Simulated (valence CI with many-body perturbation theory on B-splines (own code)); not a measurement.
Results of a calculation; reference values are marked as such.
## Mo10+ in three bases

Method: relativistic CI+MBPT: four valence electrons over a frozen Dirac-Fock core [Ar] 3d10, a basis of 9 s, 9 p, 8 d, 6 f, 3 g, 1 h functions for each j, with the one-electron correlation potential Σ1 (screened to all orders), the two-electron term Σ2, the three-electron term Σ3, Breit, model QED; selected single and double excitations, second order for the rest, scaled by the run's own slope (own B-spline code, finite nucleus).

No measured spectrum was set against this ion. As an estimate, levels hold to about 250 cm⁻¹ or 0.2 % of their energy and the worst to 1 %, as in measured heavy ions of charge 2 to 7; those with d or f electrons hold less well.

The reference run has the lowest level 4s2 4p2 3P_0 and an ionisation energy of 209.267 eV. Its largest variational space holds 19989 state functions.

Names give the largest LS component (configuration and term), which can be under half, so a name can repeat, a term be missing and a line seem to break the LS rules; names also repeat where a configuration has a term twice.

Changed runs:
A. basis 6 s, 6 p, 5 d, 3 f, 1 g
B. basis 5 s, 5 p, 4 d, 2 f

Excitation energies of the reference run in cm⁻¹, and shifts in cm⁻¹:

| Level | Reference | A | B |
| --- | --- | --- | --- |
| 4s2 4p2 3P_1 | 17607 | -24 | -76 |
| 4s2 4p2 3P_2 | 27161 | +12 | +57 |
| 4s2 4p2 1D_2 | 54800 | +54 | +221 |
| 4s2 4p2 1S_0 | 85017 | +142 | +526 |
| 4s 4p3 5S°_2 | 200844 | -210 | -658 |
| 4s 4p3 3D°_1 | 250268 | -11 | +37 |
| 4s 4p3 3D°_2 | 251283 | -18 | +15 |
| 4s 4p3 3D°_3 | 258276 | -24 | -8.4 |
| 4s 4p3 3P°_0 | 283964 | +53 | +274 |
| 4s 4p3 3P°_1 | 286450 | +44 | +241 |
| 4s 4p3 3P°_2 | 289394 | +31 | +186 |
| 4s 4p3 1D°_2 | 320097 | +45 | +193 |
| Ionisation energy (eV) | 209.267 | -0.022 | -0.066 |
